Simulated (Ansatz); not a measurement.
Relaxation of F3H2NTi (7 atoms, charge 0, multiplicity 1), to a largest force component of 0.02 eV/Å in at most 40 steps.

Method: RKS r2SCAN/def2-SVP in Ansatz.

```xyz
7
Properties=species:S:1:pos:R:3
Ti 0.000 0.000 0.000
N 0.000 0.000 2.060
H -0.877 -0.271 2.590
H 0.877 0.271 2.590
F 1.726 0.000 -0.609
F -0.862 1.493 -0.609
F -0.862 -1.493 -0.609
```

Task: Where does it end, and by what steps?

Result: The forces met the threshold. After 5 steps the energy has fallen by 0.852 eV; N2 moved furthest, 0.16 Å.

```tsv
step	energy less start (eV)	largest force component (eV/Å)	accepted
0	0.0000	2.503	yes
1	-0.8137	0.688	yes
2	-0.8493	0.129	yes
3	-0.8517	0.129	yes
4	-0.8444	0.843	no
5	-0.8523	0.006	yes
```

```xyz
7
Properties=species:S:1:pos:R:3
Ti 0.012 -0.012 0.052
N 0.014 -0.019 1.905
H -0.792 -0.250 2.486
H 0.807 0.252 2.486
F 1.675 0.032 -0.470
F -0.836 1.405 -0.540
F -0.879 -1.408 -0.507
```

Whether the end is a true minimum wasn't checked by a vibrational analysis.

The run took 30 s on 2 threads of Arm Neoverse V2, on a shared host, peak memory 0.17 GiB.
